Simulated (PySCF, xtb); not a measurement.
Al(F)2(GeH3) (AlF2GeH3), SMILES [F][Al]([F])[GeH3].

GFN2-xTB (xtb) at its own geometry gives an orbital gap of 4.64 eV and a dipole moment of 2.17 D.

The structure is a stationary point at PBE0-D3(BJ)/def2-SVP.

Question: What does PySCF with PBE/def2-TZVP give? (Estimate from the structure and the level; the computed values follow.)

Answer: gap 5.39 eV (levels -7.53 and -2.15 eV), dipole 1.86 D.
